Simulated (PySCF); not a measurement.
# [Ta(OH)4]+: from a saddle point downhill

PySCF 2.14.0, RKS PBE, Ta def2-SVP with ECP60, O def2-SVP, H def2-SVP; non-relativistic Hamiltonian with scalar-relativistic core potentials where named; density fitting; no spin-orbit coupling. Relaxed within the symmetry of its start, the geometry (C4v) is

```xyz
9

Ta    0.0000    0.0000   -0.1043
O     1.8509    0.0000    0.2513
H     2.7161    0.0000    0.6950
O     0.0000    1.8509    0.2513
H     0.0000    2.7161    0.6950
O    -1.8509    0.0000    0.2513
H    -2.7161    0.0000    0.6950
O     0.0000   -1.8509    0.2513
H     0.0000   -2.7161    0.6950
```

and its lowest harmonic modes are -300, -290, -290, -211, 93, 139 cm⁻¹ (negative: unstable). It was moved along the lowest mode and relaxed again, within the group C4 that the move left.

(1) Where does it end, and how much lower?

(2) How do the contacts change?

(3) Is the end a minimum?

State: singlet.

Results:

(1) In C4, 0.101 eV lower, after 11 steps:
```xyz
9

Ta    0.0000    0.0000   -0.2344
O     1.8253   -0.1789    0.2514
H     2.5059    0.3365    0.7274
O     0.1789    1.8253    0.2514
H    -0.3365    2.5059    0.7274
O    -1.8253    0.1789    0.2514
H    -2.5059   -0.3365    0.7274
O    -0.1789   -1.8253    0.2514
H     0.3365   -2.5059    0.7274
```

(2) 
| contact | saddle (Å) | end (Å) |
| --- | --- | --- |
| Ta1–O2 (OH) | 1.885 | 1.897 |
| Ta1–O4 (OH) | 1.885 | 1.897 |
| Ta1–O6 (OH) | 1.885 | 1.897 |
| Ta1–O8 (OH) | 1.885 | 1.897 |


(3) No, 3 of the modes stay unstable (below −25 cm⁻¹); lowest modes -227, -102, -102, 150, 270, 354 cm⁻¹.
